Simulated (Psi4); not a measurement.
O2Zr (SMILES [O]=[Zr]=[O]), singlet, at a GFN2-xTB geometry (such geometries of metal compounds can be far from the true shape) (all electrons, no relativity), with bond 2-1 at 1.6 times its length; BLYP/3-21G run with Psi4.

Here is a job for Psi4.
```
memory 2 GB

molecule {
0 1
  Zr   -0.14735518   -0.16294999   -0.21094306
  O     2.40501205    1.06813239   -0.48227384
  O    -0.71109845    0.20827346    1.43524010
}

set basis 3-21g
set scf_type pk
set damping_percentage 50

energy('blyp')
print_variables()
```

### Question
What does Psi4 print? Leave out banner, timings and long lists.

### Answer

```
   => Loading Basis Set <=

    Name: 3-21G
    Role: ORBITAL
    Keyword: BASIS

         ---------------------------------------------------------
                                   SCF
               by Justin Turney, Rob Parrish, Andy Simmonett
                          and Daniel G. A. Smith
                              RKS Reference
         ---------------------------------------------------------

  ==> Geometry <==

    Molecular point group: cs
    Full point group: Cs

    Geometry (in Angstrom), charge = 0, multiplicity = 1:

       Center              X                  Y                   Z               Mass
    ------------   -----------------  -----------------  -----------------  -----------------
         ZR           0.328795695144    -0.191675208088     0.000000000000    89.904697700000
         O           -2.503281033773    -0.479953019975     0.000000000000    15.994914619570
         O            0.655176290481     1.557326800931     0.000000000000    15.994914619570

  Running in cs symmetry.

  Rotational constants: A =      0.48319  B =      0.13200  C =      0.10368 [cm^-1]
  Rotational constants: A =  14485.63150  B =   3957.32648  C =   3108.19843 [MHz]
  Nuclear repulsion =  163.671956019769397

  Charge       = 0
  Multiplicity = 1
  Electrons    = 56
  Nalpha       = 28
  Nbeta        = 28

  ==> Algorithm <==

  SCF Algorithm Type is PK.
  DIIS enabled.
  MOM disabled.
  Fractional occupation disabled.
  Guess Type is SAD.
  Energy threshold   = 1.00e-06
  Density threshold  = 1.00e-06
  Integral threshold = 1.00e-12

  ==> Primary Basis <==

  Basis Set: 3-21G
    Blend: 3-21G
    Number of shells: 24
    Number of basis functions: 57
    Number of Cartesian functions: 57
    Spherical Harmonics?: false
    Max angular momentum: 2

  ==> DFT Potential <==

   => LibXC <=

    Version 7.1.2
    S. Lehtola, C. Steigemann, M. J. T. Oliveira, and M. A. L. Marques,  SoftwareX 7, 1–5 (2018) (10.1016/j.softx.2017.11.002)

   => Composite Functional: BLYP <=

    BLYP GGA Exchange-Correlation Functional

    P.J. Stephens et. al., J. Phys. Chem., 98, 11623-11627, 1994
    B. Miehlich et. al., Chem. Phys. Lett., 157(3), 200-206 1989

    Deriv               =              1
    GGA                 =           TRUE
    Meta                =          FALSE

    Exchange Hybrid     =          FALSE
    MP2 Hybrid          =          FALSE

   => Exchange Functionals <=

    1.0000     XC_GGA_X_B88

   => Correlation Functionals <=

    1.0000     XC_GGA_C_LYP

   => LibXC Density Thresholds  <==

    XC_GGA_C_LYP:  1.00E-14
    XC_GGA_X_B88:  1.00E-15

   => Molecular Quadrature <=

    Radial Scheme          =       TREUTLER
    Pruning Scheme         =           NONE
    Nuclear Scheme         =       TREUTLER

    Blocking Scheme        =         OCTREE
    BS radius alpha        =              1
    Pruning alpha          =              1
    Radial Points          =             75
    Spherical Points       =            302
    Total Points           =          66305
    Total Blocks           =            574
    Max Points             =            256
    Max Functions          =             55
    Weights Tolerance      =       1.00E-15

  ==> Integral Setup <==

  Using in-core PK algorithm.
   Calculation information:
      Number of atoms:                   3
      Number of AO shells:              24
      Number of primitives:             51
      Number of atomic orbitals:        57
      Number of basis functions:        57

      Integral cutoff                 1.00e-12
      Number of threads:                 1

  Performing in-core PK
  Using 2734062 doubles for integral storage.
  We computed 35320 shell quartets total.
  Whereas there are 45150 unique shell quartets.

  ==> DiskJK: Disk-Based J/K Matrices <==

    J tasked:                  Yes
    K tasked:                   No
    wK tasked:                  No
    Schwarz Cutoff:          1E-12

[...]
   @RKS iter  36: -3673.08271447660354    7.73126e-01   1.93456e-02 ADIIS/DIIS/DAMP=50%
   @RKS iter  37: -3673.08830164997971   -5.58717e-03   2.03284e-02 ADIIS/DIIS/DAMP=50%
   @RKS iter  38: -3672.92574458623403    1.62557e-01   2.18706e-02 ADIIS/DIIS/DAMP=50%
   @RKS iter  39: -3673.10789314446629   -1.82149e-01   2.34945e-02 ADIIS/DIIS/DAMP=50%
   @RKS iter  40: -3673.40183551457403   -2.93942e-01   2.93809e-02 ADIIS/DIIS/DAMP=50%
    Occupation by irrep:
             Ap   App
    DOCC [    20,    8 ]
    NA   [    20,    8 ]
    NB   [    20,    8 ]

   @RKS iter  41: -3656.59739010562907    1.68044e+01   5.65165e-02 ADIIS/DIIS/DAMP=50%
   @RKS iter  42: -3647.32007848219428    9.27731e+00   5.99161e-02 ADIIS/DIIS/DAMP=50%
    Occupation by irrep:
             Ap   App
    DOCC [    21,    7 ]
    NA   [    21,    7 ]
    NB   [    21,    7 ]

   @RKS iter  43: -3650.15657763650461   -2.83650e+00   6.13498e-02 ADIIS/DIIS/DAMP=50%
   @RKS iter  44: -3666.89499107838446   -1.67384e+01   4.83415e-02 ADIIS/DIIS/DAMP=50%
   @RKS iter  45: -3687.37074310239723   -2.04758e+01   1.10904e-02 ADIIS/DIIS/DAMP=50%
   @RKS iter  46: -3683.14619614863022    4.22455e+00   2.01784e-02 ADIIS/DIIS/DAMP=50%
   @RKS iter  47: -3660.94065189323646    2.22055e+01   4.54763e-02 ADIIS/DIIS/DAMP=50%
   @RKS iter  48: -3660.87029517119799    7.03567e-02   5.12970e-02 ADIIS/DIIS/DAMP=50%
    Occupation by irrep:
             Ap   App
    DOCC [    20,    8 ]
    NA   [    20,    8 ]
    NB   [    20,    8 ]

   @RKS iter  49: -3660.72931092706813    1.40984e-01   6.12174e-02 ADIIS/DIIS/DAMP=50%
    Occupation by irrep:
             Ap   App
    DOCC [    21,    7 ]
    NA   [    21,    7 ]
    NB   [    21,    7 ]

   @RKS iter  50: -3652.77639648681588    7.95291e+00   5.69459e-02 ADIIS/DIIS/DAMP=50%
   @RKS iter  51: -3694.43108977269867   -4.16547e+01   5.73855e-02 ADIIS/DIIS/DAMP=50%
   @RKS iter  52: -3687.04759076466826    7.38350e+00   6.10916e-02 ADIIS/DIIS/DAMP=50%
   @RKS iter  53: -3671.01046463407783    1.60371e+01   5.35871e-02 ADIIS/DIIS/DAMP=50%
   @RKS iter  54: -3672.68933467744591   -1.67887e+00   4.26414e-02 ADIIS/DIIS/DAMP=50%
   @RKS iter  55: -3670.84667732656771    1.84266e+00   3.82556e-02 ADIIS/DIIS/DAMP=50%

Traceback (most recent call last):
  File "psi4", line 375, in <module>
  File "<string>", line 25, in <module>
  File "site-packages/psi4/driver/driver.py", line 533, in energy
  File "site-packages/psi4/driver/procrouting/proc.py", line 2760, in run_scf
  File "site-packages/psi4/driver/procrouting/proc.py", line 2047, in scf_helper
  File "site-packages/psi4/driver/procrouting/scf_proc/scf_iterator.py", line 86, in scf_compute_energy
  File "site-packages/psi4/driver/procrouting/scf_proc/scf_iterator.py", line 501, in scf_iterate
  File "site-packages/psi4/driver/procrouting/scf_proc/subclass_methods.py", line 118, in _RHF_diis
  File "site-packages/psi4/driver/procrouting/diis.py", line 409, in extrapolate
  File "site-packages/psi4/driver/procrouting/diis.py", line 290, in adiis_coefficients

Exception: ADIIS minimization failed. File a bug, and include your entire input and output files.

Printing out the relevant lines from the Psithon --> Python processed input file:
    """)
    core.IO.set_default_namespace("")
    core.set_global_option("BASIS", "3-21g")
    core.set_global_option("SCF_TYPE", "pk")
    core.set_global_option("DAMPING_PERCENTAGE", 50)
--> energy('blyp')
    print_variables()

!----------------------------------------------------------------------------------!
!                                                                                  !
!  ADIIS minimization failed. File a bug, and include your entire input and output !
!     files.                                                                       !
!                                                                                  !
!----------------------------------------------------------------------------------!
```

The run crashed.
